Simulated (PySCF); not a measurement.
H4B3O3 (SMILES B1OB[OH+]BO1), charge +1, singlet, geometry from GFN2-xTB. Base run: HF/6-31G in PySCF.

Here is a job for PySCF.
```python
from pyscf import gto, scf, solvent

mol = gto.M(
    atom='''
B    -0.94337413    1.05204105   -0.24627441
O    -1.34210952   -0.24615829   -0.05448432
B    -0.54898062   -1.26173336    0.17482172
O     0.86559862   -0.96530661    0.22597057
B     1.33082186    0.38983210    0.02928340
O     0.40619769    1.28987746   -0.18984200
H    -1.70820227    1.90496947   -0.44593814
H    -0.89957058   -2.36156285    0.33638859
H     1.50225201   -1.67529588    0.39217339
H     2.47569089    0.60388981    0.07506864
''',
    basis='6-31g',
    charge=1,
    verbose=4,
)

mf = scf.RHF(mol)
mf.kernel()
```

The base run was repeated with changes; each row names its change, and settings that it needs were set with it.

| change | ΔE vs base (kJ/mol) | HOMO-LUMO gap (eV) |
|---|---|---|
| base | 0.00 | 16.96 |
| model = C-PCM; solvent = n-hexane | -133.5 | 17.02 |
| model = IEF-PCM; solvent = 2-propanol | -271.8 | 17.05 |
| model = IEF-PCM; solvent = n-hexane; lebedev_order = 41 | -127.5 | 17.00 |
| model = SS(V)PE; solvent = n-hexane | -124.2 | 17.00 |
| model = IEF-PCM; solvent = n-hexane; vdw_scale = 1.1 | -140.6 | 17.02 |
| model = IEF-PCM; solvent = n-hexane; lebedev_order = 11 | -126.9 | 16.99 |
| model = IEF-PCM; solvent = n-hexane; vdw_scale = 1.4 | -108.7 | 16.98 |
| model = IEF-PCM; solvent = acetonitrile | -279.6 | 17.05 |
| model = IEF-PCM; solvent = n-hexane; r_probe = 0.5 | -101.3 | 16.98 |
| model = IEF-PCM; solvent = n-hexane; vdw_scale = 1.0 | -158.2 | 17.04 |
| model = COSMO; solvent = n-hexane | -105.2 | 17.01 |

The base is the gas phase, so ΔE is the electrostatic part of solvation at a fixed geometry, without cavity and dispersion terms.
